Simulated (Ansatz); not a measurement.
Basis sets compared for [In(H2O)6]3+ (InO₆H₁₂³⁺). Total charge 3; singlet. Geometry PBE-D4/def2-SVP. Ansatz on 4 threads of Intel Xeon 6975P-C on a shared host; times are rough, and most runs start from earlier orbitals.

Cartesian coordinates in Å:
```
In 0.001 0.000 0.000
O 1.564 0.429 1.511
H 2.406 -0.052 1.691
H 1.672 1.328 1.904
O -1.577 -0.489 -1.478
H -1.498 -0.229 -2.426
H -2.531 -0.684 -1.326
O -0.760 2.028 0.468
H -1.467 2.175 1.140
H -0.735 2.845 -0.085
O 0.825 -2.002 -0.476
H 1.504 -2.527 0.010
H 0.334 -2.644 -1.040
O -1.230 -0.672 1.716
H -0.855 -0.746 2.626
H -2.056 -1.211 1.715
O 1.177 0.705 -1.741
H 1.821 0.119 -2.203
H 1.406 1.627 -2.005
```

In the def2 sets In takes a core potential; there is no spin–orbit coupling.

```
           level  functions  energy (Eh)  HOMO (eV)  LUMO (eV)  wall time
 PBE-D4/def2-SVP        170    -646.8412     -21.05     -16.00      1.1 s
PBE0-D4/def2-SVP        170    -646.8551     -23.03     -14.95      1.6 s
```

Question: Estimate the rows for PBE-D4/def2-TZVP, PBE0-D4/def2-TZVP.

Answer: 
| level | functions | energy (Eh) | HOMO (eV) | LUMO (eV) | wall time |
| --- | --- | --- | --- | --- | --- |
| PBE-D4/def2-TZVP | 308 | -647.4002 | -21.21 | -16.12 | 2.1 s |
| PBE0-D4/def2-TZVP | 308 | -647.4070 | -23.11 | -15.05 | 3.7 s |
